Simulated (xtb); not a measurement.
H₃OSi, SMILES [SiH2]=[OH+], charge +1. All values are semi-empirical tight-binding results from xtb (GFN2-xTB unless named), good for trends rather than for accurate numbers. Coordinates come from a GFN2-xTB optimisation. The isomer is the one that the SMILES or the coordinates give; other isomers of the formula were not compared.

```yaml
point_group_as_xtb_finds_it: Cs
orbital_gap: 4.52 eV
zero_point_energy: 17.4 kcal/mol
G − E(el) at 298.15 K (modified RRHO): 2.4 kcal/mol
static polarisability (D4 model): 39.5 bohr³
solvation energy, GFN2-xTB/ALPB(water): -61.9 kcal/mol
solvation energy, GFN2-xTB/ALPB(methanol): -55.6 kcal/mol
```
